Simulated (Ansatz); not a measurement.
Breaking the Sn1–H4 bond in CH6OSn (SMILES C[O][SnH3]) (multiplicity 1 held, fragments rigid). Energies count from the point at 1.714 Å.
Geometry at that point (charge 0, multiplicity 1):
```xyz
9

Sn     0.564    -0.142     0.071
O     -1.109     0.874    -0.240
C     -2.350     0.198    -0.230
H      0.679    -1.333    -1.157
H      1.777     1.049    -0.026
H      0.445    -0.868     1.620
H     -2.559    -0.280     0.736
H     -2.412    -0.573    -1.011
H     -3.138     0.931    -0.419
```

R- and RO- levels are restricted; in cc, def2 and unpolarised 6-31G sets they are followed outwards from rest. U- levels take the lowest unrestricted solution at each point, which mixes spins at long bonds. Active spaces are followed from a long bond inwards. Curves can end on different states.

Frozen-core correlation. Filled d and f shells under p-block atoms count as core.

Run with Ansatz (a first-principles code) with Gaussian orbitals.  In def2 rows elements past Kr take small-core potentials, without spin–orbit coupling.

Q: Estimate the energy at R = 5.485 Å that R-MP2/def2-SVP returns for this input.

A: 97.8 kcal/mol

Q: Estimate the energy at R = 5.485 Å that U-CCSD(T)/def2-SVP returns for this input.

A: 74.8 kcal/mol

Q: What is the computed energy at R = 5.485 Å (FIC-MRCISD+Q on CASSCF(2,2)/def2-SVP)?

A: 75.6 kcal/mol

Doubts at one or more of the structures used: a restricted determinant that unrestricted orbitals would lower (R-MP2/def2-SVP); a spin-contaminated determinant (U-CCSD(T)/def2-SVP).
